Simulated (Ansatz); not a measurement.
The lowest singlet and triplet of ClHSi (SMILES [SiH]Cl); geometries from B3LYP-D3(BJ)/def2-TZVP, each state relaxed from the structure named, with no frequency check.
Singlet at the triplet's geometry (charge 0, multiplicity 1):
```tsv
atom	x (Å)	y (Å)	z (Å)
Si	-0.9771	0.4537	0.0000
Cl	0.9272	-0.3414	0.0000
H	-2.0822	-0.5483	0.0000
```

A positive gap puts the triplet lower; no zero-point energy. R- takes a restricted singlet. U- takes an unrestricted singlet (broken symmetry where lower, unprojected). The triplet is unrestricted in single-reference levels. Active spaces average the two states.

Correlated levels freeze the cores.

Programs: Ansatz (a quantum-chemistry and plane-wave program). Values without a source in brackets are computed.

```json
[
 {"level": "R-HF/cc-pV(D+d)Z", "gap E(singlet) − E(triplet), vertical, at the triplet's geometry (kJ/mol)": "-43.5"},
 {"level": "R-wB97X-V/def2-TZVPP", "gap E(singlet) − E(triplet), vertical, at the triplet's geometry (kJ/mol)": "-114.1"},
 {"level": "U-MP2/cc-pV(D+d)Z (spin-contaminated)", "gap E(singlet) − E(triplet), vertical, at the triplet's geometry (kJ/mol)": "[?]"},
 {"level": "R-SCS-MP2/cc-pV(D+d)Z", "gap E(singlet) − E(triplet), vertical, at the triplet's geometry (kJ/mol)": "-106.3"},
 {"level": "U-SCS-MP2/cc-pV(T+d)Z (spin-contaminated)", "gap E(singlet) − E(triplet), vertical, at the triplet's geometry (kJ/mol)": "-91.3"},
 {"level": "U-SCS-MP2/cc-pV(Q+d)Z (spin-contaminated)", "gap E(singlet) − E(triplet), vertical, at the triplet's geometry (kJ/mol)": "-93.1"},
 {"level": "U-CCSD/cc-pV(D+d)Z (spin-contaminated)", "gap E(singlet) − E(triplet), vertical, at the triplet's geometry (kJ/mol)": "-104.9"},
 {"level": "U-CCSD/cc-pV(Q+d)Z (spin-contaminated)", "gap E(singlet) − E(triplet), vertical, at the triplet's geometry (kJ/mol)": "-108.4"},
 {"level": "FIC-MRCISD+Q on SA-CASSCF(2,2)/cc-pV(Q+d)Z", "gap E(singlet) − E(triplet), vertical, at the triplet's geometry (kJ/mol)": "-113.3"}
]
```

### Question
Complete the blanks.

### Answer

- U-MP2/cc-pV(D+d)Z (spin-contaminated), gap E(singlet) − E(triplet), vertical, at the triplet's geometry (kJ/mol): -76.7

Doubts at one or more of the structures used: a restricted determinant that unrestricted orbitals would lower (R-HF/cc-pV(D+d)Z, R-SCS-MP2/cc-pV(D+d)Z); T1 above 0.05 (U-CCSD/cc-pV(D+d)Z (spin-contaminated), U-CCSD/cc-pV(Q+d)Z (spin-contaminated)).
